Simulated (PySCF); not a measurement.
# Shifts of the heteroatoms

Structure with atom numbers: `[CH2:1]=[C:2]=[CH:3][c:4]1[cH:5][cH:6][cH:7][cH:8][n:9]1`; H(Xn) means a hydrogen on atom n.

Theoretical values (PySCF): structure optimised with PBE0-D3(BJ)/def2-SVP, GIAO PBE0/pcSseg-1 shieldings, B3LYP/pcJ-1 coupling constants (without the spin–dipole term). A single conformation, non-relativistic Hamiltonian, no solvent model, one averaged value for each set of equivalent atoms.

**Question.** What are the 15N shifts?

**Answer.** 
```json
{"atoms": "N9", "environment": "pyridine-type ring nitrogen", "σ (ppm)": "-92.3", "δ (ppm)": "-66.0"}
```

Shieldings were converted by a linear fit to measured shifts: 15N: δ = -150.45 − 0.916σ (rms 7.2 ppm, 79 shifts vs CH3NO2, solution or neat liquid). A few per cent of atoms miss by over 2 rms, more outside the fitted compound classes. Couplings are scaled by factors fitted to measured values: 2J(H,H) × 0.91 (rms 0.6 Hz), 3J(H,H) × 0.91 (rms 0.4 Hz, 0.5 with 2 outliers); all others are unscaled and can be 10–30 % off.

Couplings (the largest are listed; each averaged over equivalent pairs): 2J(N9,H(C8)) = -12.8 Hz, 3J(N9,H(C3)) = -2.2 Hz, 3J(N9,H(C7)) = -1.4 Hz. Signs are for 15N, whose magnetogyric ratio is negative.

On a 500 MHz spectrometer 15N resonates near 50.7 MHz, so 1 ppm is 50.7 Hz.
